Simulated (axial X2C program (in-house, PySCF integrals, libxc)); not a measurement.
## Low determinants of VF⁺ at the PBE0 level, with spin–orbit coupling

Calculated with an in-house relativistic program for diatomic molecules. Two-component (2c) means X2C with spin–orbit coupling and atomic mean-field two-electron Coulomb and Gaunt terms. Basis: V dyall-cv3z [10s10p6d4f2g], F dyall-av3z [7s6p3d2f] (cores contracted in-house); Gaussian nuclei, density fitting, unrestricted open shells. Masses: V 50.944 u, F 18.998 u.

Search at 1.717 Å (vertical energies from the lowest determinant):

```
ΔE (eV)    state  electrons beyond evenly filled partner blocks  electrons in ±ω = 1/2, 3/2, 5/2, 7/2
   0.00  Ω = 1/2                    ω = -1/2, ω = -3/2, ω = 5/2                              23 7 1 0
   0.03  Ω = 5/2                                        ω = 5/2                              22 8 1 0
   0.04  Ω = 3/2                     ω = 1/2, ω = -3/2, ω = 5/2                              23 7 1 0
   0.29  Ω = 1/2                                        ω = 1/2                              23 8 0 0
   0.33  Ω = 7/2                     ω = -1/2, ω = 3/2, ω = 5/2                              23 7 1 0
   0.79  Ω = 3/2                                        ω = 3/2                              24 7 0 0
   0.86  Ω = 9/2                      ω = 1/2, ω = 3/2, ω = 5/2                              23 7 1 0
```

Lowest determinant, Ω = 1/2 (⟨Sz⟩ = 1.50, ⟨Lz⟩ = -1.00 at PBE0): Re = 1.710 Å, ωe = 811.4 cm⁻¹.

The determinant in row 2 of the search, Ω = 5/2 (⟨Sz⟩ = 1.50, ⟨Lz⟩ = 1.00 at PBE0), was followed along the bond at PBE0; measured from the minimum of the lowest determinant it gives:

Te = 0.026 eV (207 cm⁻¹), Re = 1.710 Å, ωe = 811.3 cm⁻¹.

(1) Compare the bond of the determinant in row 2 with that of the lowest one.

The search compares states at one distance, so a state with another bond length can lie lower; it is not exhaustive and yields mostly the lowest determinant of each block pattern, so other components and higher states of one pattern are missing. These are energies of single determinants, not of spin-adapted states; PBE0 term energies can be off by some tenths of an eV, and the functional has no current term. The lowest determinant need not be the ground state where others lie within half an eV.

## Answers

(1) At PBE0 its Re is the same within 0.001 Å and its force constant, which goes as ωe², is 1.00 times that of the lowest determinant. T0 ≈ Te + Δωe/2 = 207 + (0) = 207 cm⁻¹.
